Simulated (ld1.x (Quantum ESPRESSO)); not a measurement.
## What one change does to a pseudopotential (iodine, TM)

```json
{
 "Element": "I",
 "Generator": "ld1.x (Quantum ESPRESSO) 7.5",
 "Type": "norm-conserving Troullier–Martins (Kleinman–Bylander form)",
 "Functional": "LDA (PZ)",
 "Relativity": "scalar-relativistic",
 "Frozen core": "[Kr] 4d10",
 "Valence charge": "7",
 "Reference configuration": "5s1.5 5p5.5",
 "Partial waves": "5s (bound): rc 1.65 bohr; 5p (bound): rc 1.75 bohr; 5d channel at -0.1 Ry: rc 1.65 bohr",
 "Local potential": "the d channel",
 "Core correction": "a·sin(br)/r model core inside 1.10 bohr"
}
```

All-electron outer shells of the reference configuration (LDA (PZ), scalar-relativistic, ld1.x):

```json
{"shell": "4p", "level (eV)": "-128.01", "outermost node (bohr)": "0.37", "outermost maximum (bohr)": "0.72"}
{"shell": "4d", "level (eV)": "-50.98", "outermost node (bohr)": "0.35", "outermost maximum (bohr)": "0.78"}
{"shell": "5s", "level (eV)": "-18.02", "outermost node (bohr)": "0.88", "outermost maximum (bohr)": "1.70"}
{"shell": "5p", "level (eV)": "-7.51", "outermost node (bohr)": "0.96", "outermost maximum (bohr)": "2.00"}
```

Change: wave 5d channel at -0.1 Ry: rc 1.65 bohr becomes 5d channel at -0.1 Ry: rc 2.48 bohr.

Cutoffs: the cutoffs (Ry, on a coarse ladder) from which the occupation-weighted sum of valence levels, in a spherical-Bessel basis at the reference potential, stays within 10 and 1 mRy of its value at 400 Ry; they do not see the model core or the augmentation charge, which bear on the density cutoff. Errors are all-electron minus pseudo energies relative to the spin-unpolarised reference configuration.

**Question.** What does the change do?

**Answer.** The potential gets neither clearly harder nor softer (35 Ry and 70 Ry → 40 Ry and 70 Ry); both files keep a bound ghost (p, s); the number of tests that count goes from 8 to 0.

```tsv
quantity	base	changed
cutoff, loose	35 Ry	40 Ry
cutoff, tight	70 Ry	70 Ry
loose cutoff by channel (10 mRy a level)	s 30 Ry, p 30 Ry	s 25 Ry, p 6 Ry
bound ghosts	s, p	s, p
tests counted (converged, no solver errors)	8 of 9	0 of 9
```

Base: Tests not counted: 5s2 5p2 (solver errors, printed error -24.3 eV). Changed file: Tests not counted: 5s2 5p5 (solver errors, printed error -235 eV); 5s2 5p4 (solver errors, printed error -175 eV); 5s2 5p3 (solver errors, printed error -125 eV); 5s1 5p6 (solver errors, printed error -236 eV); 5s2 5p2 (solver errors, printed error -21.7 eV); 5s2 5p5.3 (solver errors, printed error -253 eV); 5s2 5p4.5 (solver errors, printed error -205 eV); 5s1.5 5p5.5 (spin-polarised) (solver errors, printed error -248 eV); 5s2 5p5 (spin-polarised) (solver errors, printed error -247 eV). A true bound ghost makes a file unfit for plane-wave use even where its test errors are small: the radial tests pick states by their node count and pass the ghost by. Where a test does run into it, the solver fails or the error is huge.
